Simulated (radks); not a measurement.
Question: Species: the antimony ion Sb+. Configuration: [Kr] 4d10 5s2 5p2 (the NIST ground configuration). Calculated with a radial shooting solver on a logarithmic mesh with Libxc functionals: scalar-relativistic Kohn-Sham, r2SCAN, spin-polarised, spherical densities, finite nucleus; open shells are filled with parallel spins first (spin-orbit coupling, left out, can overturn this in heavy ions); meta-GGA in the generalised Kohn-Sham scheme; Fermi nuclear charge, rms radius 4.6802 fm. Some entries of the table are withheld. Estimate them.

orbital  occ.  eigenvalue (hartree)  <1/r> (bohr^-1)
1s up       1             -1116.019            54.32
1s down     1             -1116.016            54.32
2s up       1             -170.6793            12.43
2s down     1             -170.6792            12.43
2p up       3             -153.1481            11.91
2p down     3             -153.1464            11.91
3s up       1             -33.95018            4.437
3s down     1             -33.94876            4.437
3p up       3             -28.19517            4.216
3p down     3             -28.19322            4.216
3d up       5             -19.42939            3.976
3d down     5             -19.42743            3.976
4s up       1              -5.92504            1.750
4s down     1              -5.92033            1.749
4p up       3                   (1)            1.595
4p down     3                   (2)            1.594
4d up       5                   (3)            1.292
4d down     5                   (4)            1.297
5s up       1              -0.80419           0.5887
5s down     1              -0.72708           0.6027
5p up       2              -0.47554           0.4804
5p down     0              -0.38497           0.4961

Answer: 
(1) 4p up eigenvalue (hartree): -4.15562
(2) 4p down eigenvalue (hartree): -4.15165
(3) 4d up eigenvalue (hartree): -1.57735
(4) 4d down eigenvalue (hartree): -1.56954
